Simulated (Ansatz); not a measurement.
Several settings on one geometry of Sr₄⁻ (the lowest doublet isomer of a short search) (that of the charge -1 doublet, r2SCAN/def2-TZVPD). Ansatz on 4 threads of Arm Neoverse V2 on a shared host; times are rough.

| atom | x (Å) | y (Å) | z (Å) |
| --- | --- | --- | --- |
| Sr1 | 1.426 | 0.802 | -1.912 |
| Sr2 | -2.172 | 1.271 | 0.005 |
| Sr3 | -0.463 | -2.460 | -0.266 |
| Sr4 | 1.209 | 0.387 | 2.174 |

Totals from different functionals, basis sets or treatments of relativity can't be compared as stabilities.

In the def2 sets Sr takes a core potential; there is no spin–orbit coupling. Correlated methods freeze 36 core orbitals; core or outer-core shells of Sr are correlated, in sets that lack core-valence functions. A multiply charged anion in the gas phase is held together partly by the finite basis.

The spins typed aren't always the lowest for that charge.

Question: Give the basis size and estimate the energy, ⟨S²⟩ and time of these runs.

```csv
run,method,charge,state,further keys
1,ROKS r2SCAN0/STO-3G,-1,doublet,scf: {lower_state_search: full}
2,UKS PBE-QIDH/STO-3G,-1,doublet,nuclear_model: gaussian; accuracy: high; scf: {lower_state_search: off}; forces asked
3,UKS PBEsol/def2-TZVP,-1,doublet,–
4,RKS ωB97M-V/def2-TZVP,-2,singlet,forces asked
```

Answer: 
```csv
run,functions,energy (Eh),⟨S²⟩,wall time
1,88,-12402.7547,–,16 s
2,88,-12400.2161,0.78,28 s
3,132,-122.5462,0.76,11 s
4,132,-122.4939,–,24 s
```

The highest occupied level of an anion often lies above zero with these methods, and sets without diffuse functions describe the outer electron poorly.
